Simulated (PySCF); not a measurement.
# Ionisation energy of Pd¹²⁺ by level of theory

Pd¹²⁺ [Ar] 3d10 4s2 4p4 [4p1/2^2 4p3/2^2, M_J = 2] → Pd¹³⁺ [Ar] 3d10 4s2 4p3 [4p1/2^2 4p3/2^1, M_J = 3/2], as a difference of total energies. Computed with PySCF 2.14 in an uncontracted even-tempered set (18 s from 0.5 bohr⁻², ratio 2.8; 14 p from 0.65 bohr⁻², ratio 2.8; 9 d from 1.1 bohr⁻², ratio 2.8; 4 f from 4.7 bohr⁻², ratio 3), with the two-component X2C-1e Hamiltonian. Correlated levels: [Ne] frozen; the 76 highest virtual spinors dropped. "Screened" scales the spin-orbit matrix elements by Boettger's factors to mimic the two-electron term; Breit and QED terms are absent.

```json
{"method": "GHF (screened spin-orbit)", "ionisation energy (eV)": "285.47"}
{"method": "GMP2 (screened spin-orbit)", "ionisation energy (eV)": "286.50"}
```

Q: How much does correlation contribute at GMP2 (screened spin-orbit)?

A: 286.50 − (285.47) = 1.03 eV, measured against GHF (screened spin-orbit).

The labels give the starting determinants; with spin-orbit coupling the two ends relaxed to ⟨J²⟩ = 6.01, ⟨L²⟩ = 2.66, ⟨S²⟩ = 1.69 and ⟨J²⟩ = 3.77, ⟨L²⟩ = 0.59, ⟨S²⟩ = 3.05.

For comparison: 286 ± 3 eV (theoretical estimate listed by NIST; NIST Atomic Spectra Database, ionization energies).
